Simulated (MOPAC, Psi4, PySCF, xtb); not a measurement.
Interaction energy of CHN ··· H4Si (SMILES C#N and [SiH4]). Monomers: optimised at B3LYP-D3(BJ) (def2-TZVP), held rigid. Orientation: a random orientation, not optimised. Only R, the distance of the centres of mass, is varied, so the lowest point isn't the relaxed dimer.

Geometry at R = 3.98 Å (first 3 atoms: monomer A):
```
8

C     -0.0265     0.0002     0.0000
N      1.1197    -0.0090     0.0000
H     -1.0932     0.0088     0.0000
Si    -1.8097    -3.1362    -0.7609
H     -1.6373    -2.2263     0.3939
H     -1.2540    -4.4672    -0.4277
H     -3.2504    -3.2675    -1.0748
H     -1.0972    -2.5839    -1.9351
```

Computed with: RKS-M06-2X/6-31G* = restricted M06-2X/6-31G*, spherical d, no counterpoise correction run with PySCF; GFN1-xTB (xtb); AM1, restricted, heats of formation (MOPAC); wB97X-D/def2-TZVP, counterpoise-corrected (Psi4).

Interaction energies in kJ/mol; the last columns give the difference from wB97X-D:

```csv
R / Å,RKS-M06-2X/6-31G*,GFN1-xTB,AM1,wB97X-D/def2-TZVP,RKS-M06-2X/6-31G* − wB97X-D/def2-TZVP,GFN1-xTB − wB97X-D/def2-TZVP,AM1 − wB97X-D/def2-TZVP
3.37,29.07,21.63,27.58,31.16,-2.09,-9.53,-3.58
3.60,10.66,7.82,13.23,12.36,-1.70,-4.54,0.86
3.78,3.61,2.28,6.56,4.66,-1.04,-2.37,1.90
3.98,-0.08,-0.75,2.51,0.31,-0.39,-1.06,2.20
4.17,-1.46,-1.92,0.77,-1.42,-0.04,-0.49,2.19
4.37,-1.90,-2.24,0.10,-1.98,0.08,-0.26,2.08
4.67,-1.85,-2.02,-0.09,-1.90,0.06,-0.11,1.82
5.02,-1.49,-1.51,-0.11,-1.52,0.03,0.00,1.40
5.51,-0.84,-0.93,-0.14,-0.97,0.12,0.03,0.83
6.14,-0.27,-0.50,-0.12,-0.48,0.21,-0.01,0.37
7.17,-0.05,-0.19,-0.07,-0.17,0.13,-0.02,0.10
8.44,-0.02,-0.07,-0.04,-0.06,0.05,-0.01,0.03
```

RKS-M06-2X/6-31G* is furthest from wB97X-D/def2-TZVP at 3.37 (-2.09 kJ/mol, below); its mean absolute difference over the points is 0.49 kJ/mol.

GFN1-xTB is furthest from wB97X-D/def2-TZVP at 3.37 (-9.53 kJ/mol, below); its mean absolute difference over the points is 1.54 kJ/mol.

AM1 is furthest from wB97X-D/def2-TZVP at 3.37 (-3.58 kJ/mol, below); its mean absolute difference over the points is 1.45 kJ/mol.
